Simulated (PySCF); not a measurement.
# Pt (platinum, neutral): UHF calculation

Configuration: [Xe] 4f14 5d8 6s1 6p1, one real determinant (an excited configuration). All numbers are calculated (PySCF 2.14, scalar relativity by spin-free X2C-1e, in x2c-TZVPPall (11s7p7d3f1g, 97 functions)).

| Item | Value |
| --- | --- |
| Total energy | -18410.025413 hartree |
| One-electron energy | -25239.4722 hartree |
| Hartree (Coulomb) energy | 7185.2257 hartree |
| Exchange energy | -355.7789 hartree |
| ⟨S²⟩ | 6.0050 |
| ⟨L²⟩ | 14.060 |
| Sum of ⟨r⟩ | 47.29 bohr |
| Sum of ⟨r²⟩ | 71.87 bohr² |
| Traceless quadrupole moment −½Σ⟨3z² − r²⟩ along its main axis | -8.00 e·bohr² |
| Langevin diamagnetic susceptibility | -56.9 ×10⁻⁶ cm³/mol |

```tsv
shell	electrons	mean orbital energy (hartree)	spread (hartree)	rms radius, mean of both spins (bohr)
1s α	1	-2896.78234	0	0.0194
1s β	1	-2896.78024	0	0.0194
2s α	1	-514.49625	0	0.0782
2s β	1	-514.48529	0	0.0782
2p α	3	-447.60853	0.00009	0.0716
2p β	3	-447.59826	0.00076	0.0716
3s α	1	-123.47124	0	0.199
3s β	1	-123.46576	0	0.199
3p α	3	-103.58399	0.00036	0.202
3p β	3	-103.57947	0.00210	0.202
3d α	5	-81.07456	0.00505	0.185
3d β	5	-81.06579	0.01476	0.185
4s α	1	-28.00123	0	0.441
4s β	1	-27.98476	0	0.441
4p α	3	-21.33705	0.00083	0.469
4p β	3	-21.32296	0.00407	0.469
4d α	5	-12.91006	0.01345	0.503
4d β	5	-12.89077	0.03120	0.503
5s α	1	-4.63683	0	1.02
5s β	1	-4.52766	0	1.02
4f α	7	-3.54412	0.01570	0.565
4f β	7	-3.53114	0.00578	0.565
5p α	3	-2.80098	0.00224	1.18
5p β	3	-2.65478	0.00931	1.18
5d α	5	-0.60937	0.04620	1.73
5d β	3	-0.53438	0.01030	1.73
6s α	1	-0.42135	0	3.09
6p α	1	-0.18495	0	4.31
```

⟨L²⟩ = 14.06 against 20 for a pure G term, so this real determinant mixes terms. Spin-orbit coupling, absent here, splits the open shell strongly.

Densities and radii are taken from the X2C orbitals without a picture-change correction, which distorts them close to the nucleus.

Spin-orbit constants ζ (cm⁻¹) from the X2C one-electron operator on these orbitals: bare nucleus, nucleus screened by l(l+1)(2l+1)/3 electrons, and screened by the Breit-Pauli mean field of the electrons.

| shell | bare | screened nucleus | mean field |
| --- | --- | --- | --- |
| 2p | 8628000 | 8407000 | n/a |
| 3p | 1916000 | 1867000 | n/a |
| 3d | 297800 | 259600 | n/a |
| 4p | 452600 | 441000 | n/a |
| 4d | 61930 | 53990 | n/a |
| 4f | 12110 | 7761 | n/a |
| 5p | 69310 | 67530 | n/a |
| 5d | 5318 | 4636 | n/a |
| 6p | 3737 | 3641 | n/a |

To first order the Landé constant is A = -641.7 cm⁻¹, so the lowest level has J = 6 and lies 0.636 eV below the centre of the term. This holds in LS coupling only.
